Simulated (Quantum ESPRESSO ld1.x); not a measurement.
Values are calculated unless marked as measured or tabulated.
Question: Spin polarisation of the 4p5 shell in Br. Start: [Ar] 3d10 4s2 4p(up 2.5, down 2.5); electrons of 4p are moved from spin down to spin up, other shells keep equal spins. Code: ld1.x of Quantum ESPRESSO 7.5. Model: non-relativistic Kohn-Sham, LDA (Slater exchange, Perdew-Zunger correlation), spin-polarised, spherical densities, point nucleus. Estimate the energy gained and the exchange splitting at a moment of 1 Bohr magnetons.

Answer: At moment 1 the spin-polarisation energy is -0.151 eV and the 4p exchange splitting 0.605 eV, that is 0.605 eV per Bohr magneton; E = -I m^2/4 would give I = 0.604 eV.
